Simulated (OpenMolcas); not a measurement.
**OpenMolcas run: B II**

Input:

```
&GATEWAY
Coord
1

B 0.0 0.0 0.0
Basis=ANO-RCC
Group=XYZ
NoMove
AngMom=0.0 0.0 0.0
AMFI
&SEWARD
* reference wave functions (RASSCF and RASSI steps not shown): 2 electrons in 8 orbitals (2s 2p 3s 3p)
>>> COPY JOB001 $Project.JobIph
&CASPT2
Multistate=3 1 2 3
Frozen=1 0
IPEA=0.25
Imaginary=0.1
MaxIter=60
WThr=0.0 0.3 0.05
PrWF=0.5
NoMix
>>> COPY JOB002 $Project.JobIph
&CASPT2
Multistate=7 1 2 3 4 5 6 7
Frozen=1 0
IPEA=0.25
Imaginary=0.1
MaxIter=60
WThr=0.0 0.3 0.05
PrWF=0.5
NoMix
>>> COPY JOB003 $Project.JobIph
&CASPT2
Multistate=3 1 2 3
Frozen=1 0
IPEA=0.25
Imaginary=0.1
MaxIter=60
WThr=0.0 0.3 0.05
PrWF=0.5
NoMix
...
```

Launched by
```bash
OMP_NUM_THREADS=1 MOLCAS_MEM=2252 MOLCAS_PROJECT=a pymolcas a.inp > a.log  # once for each step of the input, in one work folder
```

Output, cut to the results:

```
--- CASPT2 ---
Orbital specifications:
      -----------------------

      Symmetry species                           1   2
                                                ag  au
      Frozen orbitals                            1   0
      Inactive orbitals                          0   0
      Active orbitals                            2   6
      Secondary orbitals                        49  39
      Deleted orbitals                           0   0
      Number of basis functions                 52  45
Type of calculation                        MS-CASPT2
      Fock operator                              state-specific
      IPEA shift                                 0.25
      Real shift                                 0.00
      Imaginary shift                            0.10
      The input orbitals will be transformed to quasi-canonical
Reference energy:         -23.8445511289
      E2 (Non-variational):      -0.0056056266
      Shift correction:          -0.0000130502
      E2 (Variational):          -0.0056186768
      Total energy:             -23.8501698057
      Residual norm:              0.0000000877
      Reference weight:           0.99761
      Contributions to the CASPT2 correlation energy
      Active & Virtual Only:         -0.0056056266
      One Inactive Excited:           0.0000000000
      Two Inactive Excited:           0.0000000000
Reference energy:         -23.8445511289
      E2 (Non-variational):      -0.0056056267
      Shift correction:          -0.0000130502
      E2 (Variational):          -0.0056186768
      Total energy:             -23.8501698057
      Residual norm:              0.0000000877
      Reference weight:           0.99761
      Contributions to the CASPT2 correlation energy
      Active & Virtual Only:         -0.0056056267
      One Inactive Excited:           0.0000000000
      Two Inactive Excited:           0.0000000000
::    CASPT2 Root  1     Total energy:    -23.85016981
::    CASPT2 Root  2     Total energy:    -23.85016981
::    CASPT2 Root  3     Total energy:    -23.85016981
::    MS-CASPT2 Root  1     Total energy:    -23.85016981
::    MS-CASPT2 Root  2     Total energy:    -23.85016981
::    MS-CASPT2 Root  3     Total energy:    -23.85016981
--- CASPT2 ---
Orbital specifications:
      -----------------------

      Symmetry species                           1   2
                                                ag  au
      Frozen orbitals                            1   0
      Inactive orbitals                          0   0
      Active orbitals                            2   6
      Secondary orbitals                        49  39
      Deleted orbitals                           0   0
      Number of basis functions                 52  45
Type of calculation                        MS-CASPT2
      Fock operator                              state-specific
      IPEA shift                                 0.25
      Real shift                                 0.00
      Imaginary shift                            0.10
      The input orbitals will be transformed to quasi-canonical
Reference energy:         -24.2996633544
      E2 (Non-variational):      -0.0049069082
      Shift correction:          -0.0000088351
      E2 (Variational):          -0.0049157432
      Total energy:             -24.3045790976
      Residual norm:              0.0000001820
      Reference weight:           0.99831
      Contributions to the CASPT2 correlation energy
      Active & Virtual Only:         -0.0049069082
      One Inactive Excited:           0.0000000000
      Two Inactive Excited:           0.0000000000
Reference energy:         -23.7919711805
      E2 (Non-variational):      -0.0367842657
      Shift correction:          -0.0005113252
      E2 (Variational):          -0.0372955909
      Total energy:             -23.8292667714
      Residual norm:              0.0000005497
      Reference weight:           0.96508
      Contributions to the CASPT2 correlation energy
      Active & Virtual Only:         -0.0367842657
      One Inactive Excited:           0.0000000000
      Two Inactive Excited:           0.0000000000
::    CASPT2 Root  1     Total energy:    -24.30457910
::    CASPT2 Root  2     Total energy:    -23.82926677
::    CASPT2 Root  3     Total energy:    -23.82966151
::    CASPT2 Root  4     Total energy:    -23.82970668
::    CASPT2 Root  5     Total energy:    -23.82964923
::    CASPT2 Root  6     Total energy:    -23.82925942
::    CASPT2 Root  7     Total energy:    -23.71776408
::    MS-CASPT2 Root  1     Total energy:    -24.30459636
::    MS-CASPT2 Root  2     Total energy:    -23.82970668
::    MS-CASPT2 Root  3     Total energy:    -23.82966151
::    MS-CASPT2 Root  4     Total energy:    -23.82964923
::    MS-CASPT2 Root  5     Total energy:    -23.82926770
::    MS-CASPT2 Root  6     Total energy:    -23.82925850
::    MS-CASPT2 Root  7     Total energy:    -23.71774682
--- CASPT2 ---
Orbital specifications:
      -----------------------

      Symmetry species                           1   2
                                                ag  au
      Frozen orbitals                            1   0
      Inactive orbitals                          0   0
      Active orbitals                            2   6
      Secondary orbitals                        49  39
      Deleted orbitals                           0   0
      Number of basis functions                 52  45
Type of calculation                        MS-CASPT2
      Fock operator                              state-specific
      IPEA shift                                 0.25
      Real shift                                 0.00
      Imaginary shift                            0.10
      The input orbitals will be transformed to quasi-canonical
Reference energy:         -24.1281694286
      E2 (Non-variational):      -0.0051708386
      Shift correction:          -0.0000277722
      E2 (Variational):          -0.0051986108
...
```

Levels above the lowest, from the spin-orbit matrix with the single-state CASPT2 energies, averaged by term, on its diagonal:

| Configuration | Term | J | E (cm-1) | Measured (cm-1) | g | Term weight % |
| --- | --- | --- | --- | --- | --- | --- |
| 2s2 | 1S(1) | 0 | 0.0 | 0.0 |  | 100 |
| 2s 2p | 3P* | 0 | 37560 | 37336 |  | 100 |
| 2s 2p | 3P* | 1 | 37570 | 37342 | 1.501 | 100 |
| 2s 2p | 3P* | 2 | 37580 | 37358 | 1.501 | 100 |
| 2s 2p | 1P* | 1 | 74990 | 73397 | 1.000 | 100 |
| 2p2 | 3P | 0 | 99720 | 98911 |  | 100 |
| 2p2 | 3P | 1 | 99720 | 98920 | 1.501 | 100 |
| 2p2 | 3P | 2 | 99740 | 98933 | 1.501 | 100 |
| 2p2 | 1D | 2 | 104270 | 102363 | 1.000 | 100 |

Against the 8 measured excited levels shown (NIST Handbook of Basic Atomic Spectroscopic Data) the mean absolute deviation is 820 cm-1; the largest miss in energy is 2p2 1D2: computed 104270, measured 102363 cm-1 (+1.9 %).

CASPT2 breaks the degeneracy within a term, and the mean is taken; among the terms shown or strongly mixed into the levels shown the widest spread is 98 cm-1 (2p2 1D). Active for correlation alone: 3p 3s; no level in the range computed is led by a configuration that fills them, so any true level of that kind is missing. Measured partners are found by configuration, term and J. A level has none where our copy of the source lacks it or the pairing is in doubt (some pairs that miss far off the trend of their configuration count as doubtful), and it then counts in no deviation. Only configurations of the active space appear. The first state left out of the spin-orbit step lies near 150000 cm-1 above the lowest spin-free state of the reference (among the parities and spins computed), and the list stops at four fifths of that energy or lower.

The CASPT2 steps took 7.5 s on 1 thread of Intel(R) Xeon(R) Platinum 8488C (Sapphire Rapids), on a shared host; the integral step is not counted.

The term weight is that of the spin-free term in the level, not the purity of its configuration. A number in round brackets counts repeated terms of one configuration in the order of the reference energies. * marks odd parity.
